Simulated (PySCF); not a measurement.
Computed Raman spectrum (relative Raman activity) of a molecule C4H4ClF. Geometry: B3LYP-D3(BJ)/def2-SVP. One conformer was computed; it need not be the lowest. Method: B3LYP-D3(BJ)/def2-SVP run with PySCF. Frequencies are harmonic and unscaled.

Lines under 2 % of the strongest are left out, and lines within 2 cm⁻¹ are merged.

ν (cm⁻¹): 248 (vw), 366 (vw), 666 (w), 827 (vw), 1082 (vw), 1244 (w), 1384 (w), 1434 (w), 1452 (w), 1496 (vw), 3025 (vs), 3092 (s), 3098 (vs), 3144 (m) (against the strongest line: vs over 80 %, s over 45 %, m over 15 %, w over 4 %, vw less)

### Question
Which molecule gave these data?
A) C=C=C(F)CCl
B) CC=C=C(F)Cl
C) C=C/C(F)=C/Cl
D) C=C(F)C(=C)Cl

### Answer
B, CC=C=C(F)Cl
